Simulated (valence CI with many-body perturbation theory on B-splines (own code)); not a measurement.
The numbers below are computed, except where a source is named.
Dy LX in three bases

Level of theory: relativistic CI+MBPT: five valence electrons over a frozen Dirac-Fock core [He], radial functions for each j: 9 s, 9 p, 8 d, 6 f, 3 g, 1 h, with the one-electron correlation potential Σ1, the two-electron term Σ2, the three-electron term Σ3, Breit, model QED; selected CI, second order for the rest, scaled by the run's own slope (own B-spline code, finite nucleus).

No measured spectrum was set against this ion. As an estimate, large intervals hold to a few tenths of a per cent, small ones and those within an open d or f shell to about a per cent. Among the levels kept, up to 4100 cm⁻¹ of a level comes from second order outside the variational space, and about a tenth of that is noise between levels of different J, which matters for small intervals.

The reference run has the lowest level (2s^2 2p1/2^2 2p3/2) J=3/2 and an ionisation energy of 12987.1 eV. Its largest variational space holds 20000 state functions.

Levels are named by their leading jj configuration (3d3/2^4 stands for four electrons in 3d with j = 3/2), which in mixed levels can hold well under half, so a name can repeat and another be missing. Letters in brackets count levels of one name in rising energy.

Changed runs:
A. basis 6 s, 6 p, 5 d, 3 f, 1 g
B. basis 5 s, 5 p, 4 d, 2 f

Excitation energies of the reference run in cm⁻¹, and shifts in cm⁻¹:

```csv
Level,Reference,A,B
(2s^2 2p1/2 2p3/2^2) J=3/2,6575690,+15,-259
(2s^2 2p1/2 2p3/2^2) J=5/2,6756790,+187,+201
(2s^2 2p1/2 2p3/2^2) J=1/2,7106770,+70,+193
(2s 2p1/2^2 2p3/2^2) J=5/2,8919160,-85,-370
(2s 2p1/2^2 2p3/2^2) J=1/2,9650030,-104,-44
(2s 2p1/2^2 2p3/2^2) J=3/2,9661370,+34,+147
(2s^2 2p3/2^3) J=3/2,13696500,+101,-7.0
(2s 2p1/2 2p3/2^3) J=3/2 [a],15688500,-137,-547
(2s 2p1/2 2p3/2^3) J=5/2,15998200,+104,+15
(2s 2p1/2 2p3/2^3) J=1/2,16424800,+17,-42
(2s 2p1/2 2p3/2^3) J=3/2 [b],16501800,+136,+270
(2p1/2^2 2p3/2^3) J=3/2,19088500,-137,-136
Ionisation energy (eV),12987.1,-0.013,-0.11
```
